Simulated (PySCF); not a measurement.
## Shapes and spin states of RuSe₂⁺

Method: PBE0/[Ru def2-SVP with ECP28, Se def2-SVP], scalar-relativistic core potentials, density fitting, no spin–orbit coupling, PySCF.

Relaxations began from a few typed shapes and spin states; open shells are unrestricted. The search is not exhaustive: other isomers or separated fragments can lie lower, and high-lying points may rest on an excited occupation.

Problem. Order these stationary points by electronic energy, lowest first, in kJ/mol from the lowest minimum.
A. broken-symmetry Ms = 1/2 (⟨S²⟩ 2.56) C∞v: Ru–Se 2.283 Å, Ru–Se 2.337 Å; Se–Ru–Se 180.0°
B. broken-symmetry Ms = 3/2 (⟨S²⟩ 5.30) C∞v: Ru–Se 2.294 Å, Ru–Se 2.423 Å; Se–Ru–Se 180.0°
C. broken-symmetry Ms = 1/2 (⟨S²⟩ 1.57) C2v: Ru–Se 2.417 Å (×2), Se–Se 2.223 Å; Ru–Se–Se 62.6° (×2), Se–Ru–Se 54.8°
D. quartet C2v: Ru–Se 2.181 Å (×2); Se–Ru–Se 109.5°
E. quartet C2v: Ru–Se 2.375 Å (×2), Se–Se 2.277 Å; Ru–Se–Se 61.4° (×2), Se–Ru–Se 57.3°

Solution. E (0.0), C (3.4), D (82.1), B (138.7), A (179.7).

Problem. Which of them are minima?

Solution. By energy in kJ/mol, 0.0: minimum; 3.4: minimum; 82.1: minimum; 138.7: minimum; 179.7: saddle point, 2 imaginary modes.

For the lowest minimum: open d and f shells are described by one determinant, and the ground state may have another occupation or spin.

The electron or spin density has lower symmetry than the nuclear frame for the broken-symmetry Ms = 1/2 (⟨S²⟩ 2.56) C∞v at 179.7 kJ/mol.
